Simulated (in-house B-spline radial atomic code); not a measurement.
The niobium ion Nb⁺ is squeezed into an impenetrable sphere of radius R (the orbitals vanish at R). Level of theory: Dirac-Hartree-Fock, average of configuration, Fermi nucleus of rms radius 4.324 fm; calculated with a B-spline radial code for spherical atoms.

Energies in eV above the free ion in [Kr] 4d4:

```
R (bohr)  highest level (eV)  [Kr] 4d4  [Ar] 3d9 4s2 4p6 4d4 4f1  [Ar] 3d10 4s2 4p5 4d5
    7.23               -13.4    0.0462                     218.3                  34.36
    6.81               -13.3   0.08624                     219.1                  34.39
     4.7                 -12     1.818                     227.6                   36.2
    4.55               -11.7     2.257                     228.8                  36.69
    3.42               -7.05     12.74                     247.2                  48.42
    3.23                -5.3     17.64                     253.9                  53.88
    2.61                6.07     57.89                     301.5                   97.6
    2.32                17.5     109.1                     357.3                    152
    1.77                69.4     422.2                     686.8                  475.9
    1.55                 116       773                      1052                  833.4
```

Problem. Does [Ar] 3d9 4s2 4p6 4d4 4f1 fall below [Kr] 4d4 under compression?

Solution. No, it stays above over the whole range.

Problem. Does [Ar] 3d10 4s2 4p5 4d5 fall below [Kr] 4d4 under compression?

Solution. No, it stays above over the whole range.

The highest level is first positive in the row R = 2.61 bohr, pushed up by confinement above the zero of the free ion's potential. Each configuration is held fixed and needn't be the lowest in the sphere.
